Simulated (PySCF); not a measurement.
## Where does 3-fluorophenylacetylene take a proton?

Parent: 3-fluorophenylacetylene, `C#Cc1cccc(F)c1` (C8H5F). Atom numbers as in the mapped SMILES `[CH:1]#[C:2][c:3]1[cH:4][cH:5][cH:6][c:7]([F:8])[cH:9]1`. These are map numbers, not IUPAC locants.

Computed at ωB97X-D3(BJ)/def2-TZVP // PBE0-D3(BJ)/def2-SVP with PySCF (density fitting, grid level 2). Zero-point and thermal terms (298.15 K, 1 bar) come from unscaled PBE0-D3(BJ)/def2-SVP harmonic frequencies, with soft modes damped to free rotors in the entropy.

| site | product | PA / kJ/mol | GB / kJ/mol | gas share | above best in THF / kJ/mol |
| --- | --- | --- | --- | --- | --- |
| C1 (alkyne carbon) | `C=[C+]c1cccc(F)c1` | 837 | 807 | > 99.9 % | 0.0 |
| C4 (aromatic carbon) | `C#CC1=CC(=[F+])C=CC1` | 788 | 758 | < 0.1 % | 45.0 |
| C6 (aromatic carbon) | `C#CC1=CC(=[F+])CC=C1` | 782 | 753 | < 0.1 % | 52.0 |
| C9 (aromatic carbon) | `C#CC1=CC=CC(=[F+])C1` | 777 | 747 | < 0.1 % | 54.1 |
| C5 (aromatic carbon) | `C#CC1=CC(F)=CC[CH+]1` | 729 | 700 | < 0.1 % | 90.3 |

PA is −ΔH and GB is −ΔG of B + H⁺ → BH⁺ in the gas phase. Shares are Boltzmann weights among the listed products; an error of 10 kJ/mol changes a ratio about 56-fold. Sites whose products fell apart, merged with another or lost in a GFN2-xTB screen aren't listed. Values in solvent are IEF-PCM free energies relative to the most favourable product.

Of the listed sites C1 (alkyne carbon) is favoured in the gas phase, 48 kJ/mol ahead of C4 in free energy.

In THF the product from C1 is solvated 176 kJ/mol more strongly than the parent (electrostatics only).

Proton affinity (−ΔH), Gas-phase basicity (−ΔG): the gap is larger than usual, and may come from another state, site, conformer or species, from the functional or basis, or from an outlying measurement.

Measured values (NIST Chemistry WebBook, evaluated or the median of agreeing entries): proton affinity (−ΔH) 809 kJ/mol (computed 837, difference 28); gas-phase basicity (−ΔG) 776 kJ/mol (computed 807, difference 30). These are compared with the most favourable site that keeps the skeleton.

Note: the order of C4 and C6, of C6 and C9 is undecided: the gaps lie inside the method's error (some 10 kJ/mol, one structure a species).

Differences come from unrounded values, so a last digit can differ from that of the printed terms.
